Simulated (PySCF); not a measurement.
Compound: C7H6F (charge +1).
Bonds: F1–C2, C2–C3 (aromatic), C3–C4 (aromatic), C4–C5 (aromatic), C5–C6 (aromatic), C6–C7 (aromatic), C7–C8 (aromatic), C2–C8 (aromatic). Hydrogens: H9 on C3; H10 on C4; H11 on C5; H12 on C6; H13 on C7; H14 on C8.

The calculation used PBE0-D3(BJ)/def2-SVP geometry optimisation, gas phase (PySCF).

Q: Give the optimised bond lengths and angles.

A: 
```
          bond  length (pm)
         F1–C2        130.5
  C2–C3, C2–C8        140.0
  C3–C4, C7–C8        138.7
  C4–C5, C6–C7        140.4
         C5–C6        138.9
 C3–H9, C8–H14        109.5
C4–H10, C7–H13        109.4
C5–H11, C6–H12        109.4
```

Bonds in one row agree within 1 pm and their mean is given. A selection of angles:
```
    angle  degrees
 F1–C2–C3    115.3
 C3–C2–C8    129.4
 C2–C3–C4    127.8
 C2–C3–H9    114.4
 C4–C3–H9    117.8
 C3–C4–C5    129.1
C3–C4–H10    115.2
C5–C4–H10    115.6
 C4–C5–C6    128.4
C4–C5–H11    115.6
C6–C5–H11    116.0
```

The 8 heavy atoms lie in one plane (0.001 Å rms). The 7-membered ring C2–C3–C4–C5–C6–C7–C8 has internal angles of 127.8° to 129.4°; it is planar, 0.00 Å rms from its mean plane, widest ring torsion 0°. C5 (aromatic CH carbon) is planar (angles 128.4°, 116.0° and 115.6°, sum 360.0°, 0.00 Å off the plane of its three neighbours). C3 (aromatic CH carbon) is planar (angles 127.8°, 117.8° and 114.4°, sum 360.0°, 0.00 Å off the plane of its three neighbours). C4 (aromatic CH carbon) is planar (angles 129.1°, 115.6° and 115.2°, sum 360.0°, 0.00 Å off the plane of its three neighbours). C2 (aromatic C–F carbon) is planar (angles 129.4°, 115.3° and 115.3°, sum 360.0°, 0.00 Å off the plane of its three neighbours).

Point group: C2v (every atom within 0.08 Å of its image). No PBE0-D3(BJ)/def2-SVP frequencies stand behind this structure, so it isn't proved a minimum.
